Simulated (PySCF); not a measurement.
Screening by computed properties: pick the candidate that meets the target.

Species are written as SMILES; each is one conformer at its optimised geometry, gas phase, non-relativistic unless stated; the electronic structure was computed with PySCF and density fitting.

The conformers computed, where there is a choice (atom-mapped SMILES and torsion angles):
- `[CH3:1][C:2]#[N+:3][GaH2-:4][CH2:5][CH2:6][CH3:7]`: N3–Ga4–C5–C6 -61°, Ga4–C5–C6–C7 180°
- `[CH3:1][Si:2]([CH3:3])([CH3:4])[O:5][CH2:6][C:7](=[O:8])[O:9][SiH3:10]`: C1–Si2–O5–C6 -167°, Si2–O5–C6–C7 85°, O5–C6–C7–O8 -169°, C6–C7–O9–Si10 180°
- `[CH3:1][CH:2]([CH3:3])[P:4]1[CH:5]=[CH:6][CH2:7][CH:8]=[CH:9]1`: C1–C2–P4–C5 -77°
- `[CH3:1][C:2]#[N+:3][GaH2-:4][CH:5]([CH3:6])[CH3:7]`: N3–Ga4–C5–C6 -63°

The conformers of `CO[C@H]1CC[BH2-][N+]1(C)C` aren't listed.

Question: Wanted: HOMO energy below -9 eV (CAM-B3LYP/def2-SVPD) and vertical ionisation energy above 9 eV (ΔSCF CAM-B3LYP/def2-SVPD), at PBE0-D3(BJ)/def2-SVP geometries. Which candidate meets both?
A. `CC#[N+][GaH2-][CH](C)C`
B. `C1[BH2-][N+](C)([C@@H](OC)C1)C`
C. `CC(C)P1C=CCC=C1`
D. `CC#[N+][GaH2-][CH2]CC`
E. `C[Si](OCC(O[SiH3])=O)(C)C`

Answer: E. Computed values:
```csv
species,HOMO energy,vertical ionisation energy
C[Si](OCC(O[SiH3])=O)(C)C,-9.16 eV,9.79 eV
C1[BH2-][N+](C)([C@@H](OC)C1)C,-8.68 eV,9.42 eV
CC#[N+][GaH2-][CH2]CC,-7.89 eV,8.55 eV
CC#[N+][GaH2-][CH](C)C,-7.59 eV,8.22 eV
CC(C)P1C=CCC=C1,-7.13 eV,7.74 eV
```

Question: Wanted: lowest singlet excitation between 5.7 eV and 6.6 eV (TDDFT CAM-B3LYP/def2-SVPD) and lowest triplet excitation (Tamm–Dancoff) above 5.35 eV (TDA CAM-B3LYP/def2-SVPD), at PBE0-D3(BJ)/def2-SVP geometries. Which candidate meets both?
A. `CC#[N+][GaH2-][CH2]CC`
B. `C[Si](OCC(O[SiH3])=O)(C)C`
C. `CC#[N+][GaH2-][CH](C)C`
D. `C1[BH2-][N+](C)([C@@H](OC)C1)C`
E. `CC(C)P1C=CCC=C1`

Answer: A. Computed values:
| species | lowest singlet excitation | lowest triplet excitation (Tamm–Dancoff) |
| --- | --- | --- |
| CC(C)P1C=CCC=C1 | 4.83 eV | 3.77 eV |
| CC#[N+][GaH2-][CH](C)C | 5.65 eV | 5.42 eV |
| C[Si](OCC(O[SiH3])=O)(C)C | 5.75 eV | 5.28 eV |
| CC#[N+][GaH2-][CH2]CC | 5.94 eV | 5.68 eV |
| C1[BH2-][N+](C)([C@@H](OC)C1)C | 7.21 eV | 7.06 eV |
